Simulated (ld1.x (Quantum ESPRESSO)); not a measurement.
**Configuration tests for Sn (TM)**

Sn (Z = 50), norm-conserving Troullier–Martins (Kleinman–Bylander form), made with ld1.x (Quantum ESPRESSO) 7.5 (PBE, scalar-relativistic). Core [Kr] 4d10, reference 5s2 5p2. Waves: 5s (bound): rc 2.00 bohr; 5p (bound): rc 2.70 bohr; 5d channel at 0.35 Ry: rc 2.95 bohr. Local part: all-electron potential smoothed inside 1.95 bohr (lloc = -2). Core correction: Bessel-smoothed model core inside 1.35 bohr.

Energies are relative to the spin-unpolarised reference configuration 5s2 5p2; without spin polarisation the order of configurations can differ from experiment.

**Question.** Give the all-electron excitation energy and the error of the potential for: 5s2 5p1; 5s2 5p0; 5s1 5p0; 5s1 5p2; 5s0 5p4; 5s1 5p3; 5s2 5p1.5.

**Answer.**

```
valence configuration  charge  ΔE all-electron (eV)  error AE − PS (meV)
              5s2 5p1      +1                 6.875                 -7.4
              5s2 5p0      +2                20.827                  -63
              5s1 5p0      +3                51.798                 -334
              5s1 5p2      +1                14.524                  -31
              5s0 5p4       0                14.186                  -51
              5s1 5p3       0                 6.978                  -13
            5s2 5p1.5    +0.5                 2.616                 -1.4
```

Levels in the configuration 5s1 5p2:

| level | all-electron (eV) | pseudo (eV) |
| --- | --- | --- |
| 5s | -18.701 | -18.771 |
| 5p | -10.960 | -10.994 |
